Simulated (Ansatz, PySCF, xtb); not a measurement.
Pair of molecules: H2O (SMILES O) (first 3 atoms) with SO2 (SMILES O=S=O); geometry from B3LYP-D3(BJ)/def2-TZVP, rigid monomers moved along the line of their centres of mass till O1···S5 is 3.11 Å.
(charge 0, multiplicity 1):
```tsv
atom	x (Å)	y (Å)	z (Å)
O	0.5057	-0.0902	0.6105
H	0.6067	0.8503	0.4224
H	-0.3627	-0.3346	0.2694
O	-1.2588	-0.6379	3.5747
S	0.0935	-0.1552	3.6955
O	0.2933	1.2661	3.8231
```

Monomers are frozen at their geometry in the pair; levels with a basis set take the counterpoise correction. Rows marked so take none.

Cores are frozen in the correlated methods. CBS(a, b) extrapolates the correlation energy as X⁻³ and adds the Hartree–Fock energy of set b. Rows in 6-31G* carry no dispersion term and start afresh at each structure (6-31G* with six Cartesian d functions).

Codes used: Ansatz (Gaussian orbitals); PySCF for 6-31G* rows, the dispersion terms; xtb for the GFN methods. Values without a source in brackets are computed.

```
level                                                                 interaction energy (kcal/mol)
--------------------------------------------------------------------  -----------------------------
GFN2-xTB                                                                                      -5.86
B3LYP/6-31G* (no counterpoise)                                                                -5.75
B3LYP-D4/def2-TZVPPD                                                                          -4.28
PBE0-D3(BJ)/def2-TZVPPD                                                                       -4.26
wB97M-V/def2-TZVPPD                                                                           -4.22
MP2/aug-cc-pV(T+d)Z                                                                           -3.57
MP2/CBS(aug-cc-pV(D+d)Z, aug-cc-pV(T+d)Z)                                                     -3.68
SCS-MP2/aug-cc-pV(D+d)Z                                                                       -3.15
MP2/CBS(aug-cc-pV(D+d)Z, aug-cc-pV(T+d)Z) + ΔCCSD(T)/aug-cc-pV(D+d)Z                              ?
```

### Question
Complete the blanks.

### Answer

- MP2/CBS(aug-cc-pV(D+d)Z, aug-cc-pV(T+d)Z) + ΔCCSD(T)/aug-cc-pV(D+d)Z, interaction energy (kcal/mol): -3.84

Ansatz is a program for electronic structure.
